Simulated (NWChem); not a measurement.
System: GaH₃; SMILES [GaH3]

```xyz
4

Ga     0.0000     0.0000     0.0000
H      1.1176     1.1176     0.0000
H      0.4091    -1.5267     0.0000
H     -1.5267     0.4091     0.0000
```
Atoms are numbered in this order, from 1.

All runs: NWChem. Pople sets run with spherical d functions. STO-3G and 3-21G are far too small for this property and stand as cheap habits. Coordinates come from a PBE-D3(BJ)/def2-SVP optimisation. Vertical excitations in the gas phase; the lowest state need not have the same character in each row.

### Question
Order these runs by computing time, cheapest first, and give rough ratios: PBE/aug-cc-pVDZ, TDA; PBE/3-21G, TDA; PBE/def2-TZVP, TDA.

### Answer
PBE/3-21G, TDA (1), PBE/def2-TZVP, TDA (7), PBE/aug-cc-pVDZ, TDA (20). Ratios are rough, from one shared machine; the cheapest took about 2.8 core-seconds (a rough figure). What differs between the cheapest and the dearest: lowest excitation, singlet (eV) 4.82 → 4.81; orbital gap (eV) 4.68 → 4.64.
